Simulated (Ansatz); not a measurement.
CH$_{4}$F$_{3}$NOW, SMILES `C[N]=[W]([OH])([F])([F])[F]`, relaxed with RKS PBE0-D4/def2-TZVP in the Gaussian-basis code of Ansatz from a PBE-D4/def2-SVP geometry. The force threshold is 0.005 eV/Å; the program also tests the step.

Charge 0, multiplicity 1. W takes the def2 core potential.

Start:

```xyz
11

C    -0.440    1.883   -0.046
N    -0.126    0.500   -0.113
W     0.248   -1.174   -0.329
O     0.506   -1.890    1.408
F     0.233   -1.525   -2.200
F    -1.471   -1.977   -0.371
F     2.132   -1.138   -0.559
H    -0.411    2.240    1.006
H    -1.457    2.075   -0.449
H     0.289    2.480   -0.635
H     0.496   -1.475    2.288
```

| step | energy (eV) | largest force (eV/Å) | largest move (Å) |
| --- | --- | --- | --- |
| 1 | -14614.3717 | 0.905 | 0.000 |
| 2 | -14614.4422 | 0.270 | 0.042 |
| 3 | -14614.4447 | 0.044 | 0.005 |
| 4 | -14614.4448 | 0.018 | 0.004 |
| 5 (rejected) | -14614.4448 | 0.045 | 0.025 |
| 6 | -14614.4449 | 0.008 | 0.012 |
| 7 | -14614.4449 | 0.002 | 0.010 |
| 8 | -14614.4449 | 0.005 | 0.009 |
| 9 | -14614.4449 | 0.006 | 0.002 |
| 10 | -14614.4449 | 0.001 | 0.001 |

End:

```xyz
11

C    -0.436    1.871   -0.041
N    -0.119    0.493   -0.114
W     0.252   -1.158   -0.325
O     0.515   -1.868    1.393
F     0.226   -1.510   -2.174
F    -1.445   -1.961   -0.359
F     2.113   -1.138   -0.564
H    -0.405    2.211    0.998
H    -1.439    2.047   -0.439
H     0.283    2.454   -0.622
H     0.456   -1.439    2.247
```

Hardware: 4 threads of an AMD EPYC 9R45 on a shared host. Wall time 23 s, peak host memory 0.8 GiB.
